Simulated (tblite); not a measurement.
Compound: C₄H₁₄B₃N₃.
Atom-mapped SMILES: `[CH3:1][C:2]([CH3:3])([CH3:4])[N:5]1[BH:6][NH:7][BH:8][NH:9][BH:10]1` (hydrogens: H11, H12, H13 on C1; H14, H15, H16 on C3; H17, H18, H19 on C4; H20 on B6; H21 on N7; H22 on B8; H23 on N9; H24 on B10)

Cartesian coordinates in Å at the GFN2-xTB level; atoms count from 1:
```
atom  x, y, z in Å
C1    -1.874    1.068    0.418
C2    -1.087   -0.194    0.038
C3    -1.794   -0.799   -1.186
C4    -1.146   -1.186    1.208
N5     0.330    0.099   -0.258
B6     1.096   -0.821   -1.036
N7     2.452   -0.529   -1.327
B8     3.128    0.613   -0.843
N9     2.361    1.456   -0.010
B10    0.997    1.226    0.307
H11   -1.563    1.458    1.381
H12   -2.933    0.830    0.482
H13   -1.735    1.840   -0.335
H14   -1.584   -0.202   -2.070
H15   -2.869   -0.813   -1.022
H16   -1.472   -1.817   -1.372
H17   -0.685   -0.747    2.089
H18   -2.178   -1.439    1.440
H19   -0.607   -2.095    0.955
H20    0.659   -1.830   -1.444
H21    2.957   -1.184   -1.904
H22    4.252    0.837   -1.102
H23    2.801    2.269    0.392
H24    0.482    1.981    1.040
```

Computed with GFN2-xTB (tblite): harmonic, unscaled wavenumbers at the GFN2-xTB geometry, gas phase. Errors from tens to a few hundred cm⁻¹ against measured bands are possible. Modes of hydrogen on boron can be 10 to 20 % off. The optimisation stopped once no atom felt more than 0.01 eV/Å.

Lowest wavenumbers of the output (negative numbers stand for imaginary wavenumbers):
```
mode    cm-1
  1     -46.5
  2      94.7
  3     164.8
  4     220.6
  5     233.4
  6     245.9
  7     267.4
  8     298.4
  9     314.7
 10     335.2
 11     400.8
 12     412.0
 13     457.4
 14     492.6
 15     498.7
```

Task: Is this structure a minimum?

Result: Not by this Hessian. 1 mode is imaginary beyond 20i (46i cm⁻¹), so at this level the point lies at or near a first-order saddle. The curvature is small, so loose convergence or finite differences may be the whole cause.

Task: Which atoms move in the imaginary mode?

Result: 46i: B10 (three-coordinate boron) 11 %, C1 (methyl carbon) 11 %, C3 (methyl carbon) 11 %, N9 (boron-bound nitrogen) 10 %. These are shares of the mass-weighted motion.

Task: What is the remedy?

Result: Step along that mode in both directions, optimise again with tighter thresholds and repeat the frequencies. The zero-point energy of this point (125.9 kcal/mol) counts the 65 real modes alone, and thermal corrections from it aren't those of a minimum.
